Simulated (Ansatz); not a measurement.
Geometry optimisation, Ansatz 0.2.0, RKS PBE-D4/6-31G*.

The input (input.yaml):

```yaml
crystal:
  periodic: [false, false, false]
  atoms:
    - { symbol: B, position_ang: [0.109482, -0.526045, -0.40468] }
    - { symbol: H, position_ang: [0.057385, 0.145122, 1.896762] }
    - { symbol: Cl, position_ang: [1.598863, 0.27832, -0.881209] }
    - { symbol: F, position_ang: [-1.057139, 0.070684, -0.602318] }
    - { symbol: F, position_ang: [0.14454, -1.753469, 0.093307] }
    - { symbol: H, position_ang: [0.147571, -0.559612, 1.858538] }
basis:
  gaussian: { orbitals: "6-31G*" }
hamiltonian:
  xc: pbe
  dispersion: d4
relax:
  f_tol: 0.03
  max_steps: 50
```

Launched with:

```bash
$ ansatz run input.yaml --threads 1 --pin off --max-ram 2048MiB --backend cpu --events-out ev --progress --plain --runs-dir out
```

Problem. Where does it end, and by what steps?

Solution. The forces met the threshold. The force dipped under the threshold on the way, but the program's further checks kept it going. After 25 steps the energy has fallen by 0.162 eV; H2 moved furthest, 0.80 Å.

```csv
step,energy less start (eV),largest force component (eV/Å),accepted
0,0.0000,1.596,yes
1,-0.1155,0.332,yes
2,-0.0055,1.590,no
3,-0.1111,0.699,no
4,-0.1312,0.232,yes
5,-0.1469,0.251,yes
6,-0.1541,0.313,yes
7,-0.1552,0.340,yes
8,-0.1347,0.889,no
9,-0.1583,0.012,yes
10,-0.1585,0.030,yes
11,-0.1485,0.476,no
12,-0.1589,0.005,yes
13,-0.1587,0.207,no
14,-0.1592,0.058,yes
15,-0.1593,0.113,yes
16,-0.1592,0.102,no
17,-0.1596,0.037,yes
18,-0.1599,0.046,yes
19,-0.1603,0.060,yes
20,-0.1605,0.126,yes
21,-0.1599,0.218,no
22,-0.1612,0.056,yes
23,-0.1577,0.319,no
24,-0.1616,0.022,yes
25,-0.1618,0.026,yes
```

```xyz
6
Properties=species:S:1:pos:R:3
B 0.096 -0.550 -0.733
H 0.111 0.153 2.697
Cl 1.605 0.243 -1.158
F -1.063 -0.042 -1.126
F 0.108 -1.667 -0.016
H 0.143 -0.482 2.297
```

Whether the end is a true minimum wasn't checked by a vibrational analysis.

Time of the run: 51 s on 1 thread of Intel(R) Xeon(R) Platinum 8259CL CPU @ 2.50GHz (Skylake/Cascade Lake) (shared host), peak memory 0.15 GiB.
